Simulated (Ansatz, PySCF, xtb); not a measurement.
Dimer: ammonia borane (SMILES [BH3-][NH3+]) (first 8 atoms) with C2H4 (SMILES C=C); geometry from B3LYP-D3(BJ)/def2-TZVP, rigid monomers moved along the line of their centres of mass till H8···C10 is 2.29 Å.
(charge 0, multiplicity 1):
| atom | x (Å) | y (Å) | z (Å) |
|---|---|---|---|
| B | -0.9288 | 0.2896 | 0.2984 |
| N | 0.6322 | -0.1670 | 0.5701 |
| H | -1.0445 | 1.3660 | 0.8388 |
| H | -1.6066 | -0.5736 | 0.8076 |
| H | -1.0487 | 0.3436 | -0.9028 |
| H | 1.2837 | 0.5043 | 0.1745 |
| H | 0.8265 | -1.0724 | 0.1528 |
| H | 0.8125 | -0.2327 | 1.5723 |
| C | 0.2749 | 0.6105 | 3.6304 |
| C | -0.1195 | -0.6570 | 3.6158 |
| H | 1.1055 | 0.9418 | 4.2426 |
| H | -0.2328 | 1.3619 | 3.0368 |
| H | -0.9596 | -0.9754 | 3.0096 |
| H | 0.3733 | -1.4137 | 4.2151 |

Counterpoise-corrected where a basis set is named; no monomer relaxation.

The values were computed with Ansatz (Gaussian orbitals); PySCF for the dispersion terms; xtb for the GFN methods. 

Question: Predict the interaction energy from HF/aug-cc-pVDZ.

Answer: 7 kJ/mol

Question: Predict the interaction energy from GFN-FF.

Answer: -1 kJ/mol

Question: Estimate the interaction energy that r2SCAN-D4/def2-TZVPPD returns for this input.

Answer: -16 kJ/mol

Ansatz is a quantum-chemistry and plane-wave program.
